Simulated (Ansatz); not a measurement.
Basis sets compared for B₆As₆, a cluster cut from wurtzite BAs (bare). Total charge 0; singlet. Geometry PBE-D4/def2-SVP. Ansatz on 2 threads of AMD EPYC 7R13 on a shared host and a share (18 GiB) of an NVIDIA H100 80GB HBM3; times are rough, and most runs start from earlier orbitals.

```xyz
12

B    -0.421    0.074   -1.636
As    1.124   -1.126   -2.120
As    1.871    1.742    0.968
B     1.107   -0.063   -0.300
B    -0.330   -1.455   -0.744
As    2.115   -0.694    1.327
As   -1.784    1.509   -1.253
B    -0.208    1.126    0.091
B    -1.599   -0.306   -0.367
As   -1.500   -1.930    0.838
As   -0.342    1.535    2.059
B    -0.034   -0.412    1.139
```

Single mean-field runs in def2-TZVP are fitted with def2-universal-jkfit.

Binding counts from free atoms (B doublet, As quartet) in the same basis, without a counterpoise term.

| level | functions | energy (Eh) | HOMO (eV) | LUMO (eV) | binding per atom (eV) | wall time |
| --- | --- | --- | --- | --- | --- | --- |
| PBE-D4/def2-SVP | 276 | -13560.5192 | -4.81 | -3.21 | 4.22 | 4.9 s |
| PBE0-D4/def2-SVP | 276 | -13560.9073 | -5.65 | -2.61 | 4.05 | 7.5 s |

**Question.** Estimate the rows for PBE-D4/def2-TZVP, PBE0-D4/def2-TZVP.

**Answer.** 
| level | functions | energy (Eh) | HOMO (eV) | LUMO (eV) | binding per atom (eV) | wall time |
| --- | --- | --- | --- | --- | --- | --- |
| PBE-D4/def2-TZVP | 474 | -13562.3147 | -4.82 | -3.25 | 4.16 | 4 s |
| PBE0-D4/def2-TZVP | 474 | -13562.7025 | -5.61 | -2.61 | 3.99 | 5.5 s |
